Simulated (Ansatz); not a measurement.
Species: SiNH₄, charge 0, doublet. SiNH4 (SMILES [NH][SiH3], doublet).
B3LYP-D3(BJ)/def2-TZVP minimum from Ansatz (a program for electronic structure):
```xyz
6

N      1.1559    -0.3130    -0.3132
Si    -0.4627     0.1679     0.1638
H      1.1596    -1.0375    -1.0359
H     -1.0918    -0.9647     0.8946
H     -1.3070     0.4999    -1.0140
H     -0.3734     1.3421     1.0547
```
Charge 0, spin multiplicity 2.

Total energies in cc-pV(T+d)Z, 13 correlated electrons, 6 frozen orbitals. Radicals and triplets start from unrestricted determinants; spin-orbit coupling is neglected. Correlated methods leave the cores frozen. No relativity.

```json
[
 {"method": "HF", "program": "Ansatz", "energy (Eh)": "-345.71426", "minus CCSDT(Q) (mEh)": "351.06"},
 {"method": "MP2", "program": "Ansatz", "energy (Eh)": "-346.01620", "minus CCSDT(Q) (mEh)": "49.12"},
 {"method": "CCSD", "program": "Ansatz", "energy (Eh)": "-346.05324", "minus CCSDT(Q) (mEh)": "12.08"},
 {"method": "CCSD(T)", "program": "Ansatz", "energy (Eh)": "-346.06380", "minus CCSDT(Q) (mEh)": "1.52"},
 {"method": "CCSDT(Q)", "program": "Ansatz", "energy (Eh)": "-346.06532", "minus CCSDT(Q) (mEh)": "0.00"}
]
```

Rough core times of Ansatz's runs on a shared machine: CCSD(T) 40 s, CCSDT(Q) 3 h.
